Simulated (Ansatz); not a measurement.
The lowest singlet and triplet of OSi (SMILES O=[Si]); geometries from B3LYP-D3(BJ)/def2-TZVP, each state relaxed from the structure named, with no frequency check.
Singlet (charge 0, multiplicity 1):
```xyz
2

O      0.0000     0.0000    -0.9629
Si     0.0000     0.0000     0.5502
```
Triplet (charge 0, multiplicity 3):
```
atom   x (Å)   y (Å)    z (Å)
----  ------  ------  -------
O     0.0000  0.0000  -1.0016
Si    0.0000  0.0000   0.5723
```

```csv
level,"gap E(singlet) − E(triplet), adiabatic (eV)",cost
R-HF/cc-pV(D+d)Z,-2.721,-
U-HF/cc-pV(Q+d)Z,-2.693,-
R-SVWN5/def2-TZVPP,-4.113,×0.4
U-SVWN5/def2-TZVPP,-4.113,×0.4
R-PBE/def2-TZVPP,-3.857,×1
R-r2SCAN/def2-TZVPP,-3.782,×1
R-B3LYP/def2-TZVPP,-4.031,×0.7
U-B3LYP/def2-TZVPP,-4.031,×0.7
R-PBE0/def2-TZVPP,-3.899,×0.5
U-PBE0/def2-TZVPP,-3.899,×0.6
R-BHLYP/def2-TZVPP,-3.946,×0.7
U-BHLYP/def2-TZVPP,-3.946,×0.8
U-wB97X-V/def2-TZVPP,-4.183,×1
R-wB97M-V/def2-TZVPP,-4.373,×1
R-B2PLYP/def2-TZVPP,-4.602,×2
R-MP2/cc-pV(T+d)Z,-5.002,-
U-MP2/cc-pV(T+d)Z,-5.002,-
R-MP2/cc-pV(Q+d)Z,-5.070,-
U-MP2/cc-pV(Q+d)Z,-5.070,-
R-SCS-MP2/cc-pV(D+d)Z,-4.731,-
R-SCS-MP2/cc-pV(T+d)Z,-4.833,-
U-SCS-MP2/cc-pV(T+d)Z,-4.833,-
U-SCS-MP2/cc-pV(Q+d)Z,-4.905,-
U-CCSD/cc-pV(D+d)Z,-4.300,-
U-CCSD/cc-pV(T+d)Z,-4.308,-
R-CCSD(T)/cc-pV(T+d)Z,-4.526,×1
R-CCSD(T)/cc-pV(Q+d)Z,-4.575,×5
U-CCSD(T)/cc-pV(Q+d)Z,-4.575,×7
R-CCSDT(Q)/cc-pV(D+d)Z,-4.302,×3
"SA-CASSCF(10,8)/cc-pV(D+d)Z",-4.269,-
"SA-CASSCF(10,8)/cc-pV(T+d)Z",-4.186,-
"SA-CASSCF(10,8)/cc-pV(Q+d)Z",-4.151,-
"SC-NEVPT2 on SA-CASSCF(10,8)/cc-pV(D+d)Z",-4.149,-
"SC-NEVPT2 on SA-CASSCF(10,8)/cc-pV(T+d)Z",-4.104,-
"FIC-NEVPT4(SD) on SA-CASSCF(10,8)/cc-pV(D+d)Z",-4.152,-
"FIC-NEVPT4(SD) on SA-CASSCF(10,8)/cc-pV(T+d)Z",-4.124,-
"FIC-NEVPT4(SD) on SA-CASSCF(10,8)/cc-pV(Q+d)Z",-4.113,-
"FIC-MRCISD+Q on SA-CASSCF(10,8)/cc-pV(D+d)Z",-4.181,-
"FIC-MRCISD+Q on SA-CASSCF(10,8)/cc-pV(T+d)Z",-4.162,-
"FIC-MRCISD+Q on SA-CASSCF(10,8)/cc-pV(Q+d)Z",-4.154,-
```

The rows run from -5.070 (U-MP2/cc-pV(Q+d)Z) to -2.693 eV (U-HF/cc-pV(Q+d)Z). From cc-pV(T+d)Z to cc-pV(Q+d)Z U-MP2 changes by -0.068. The 8 R-functionals in def2-TZVPP without D3 or D4 span 0.819, from R-B2PLYP to R-r2SCAN.

A positive gap puts the triplet lower; no zero-point energy. R- takes a restricted singlet. U- takes an unrestricted singlet (broken symmetry where lower, unprojected). The triplet is unrestricted in single-reference levels. Active spaces average the two states. CCSD(T) and the multireference levels part by over 6 kcal/mol here: they may describe different states of a spin, or one family misses.

Frozen-core correlation.

Doubts at one or more of the structures used: other coupled-cluster roots lie near (R-CCSDT(Q)/cc-pV(D+d)Z).

The values were computed with Ansatz (a quantum-chemistry and plane-wave program) with Gaussian orbitals. 

Costs are rough ratios of core time to R-PBE/def2-TZVPP (about 6 s over the structures, on one shared machine); a dash marks a level with no comparable run of its own.
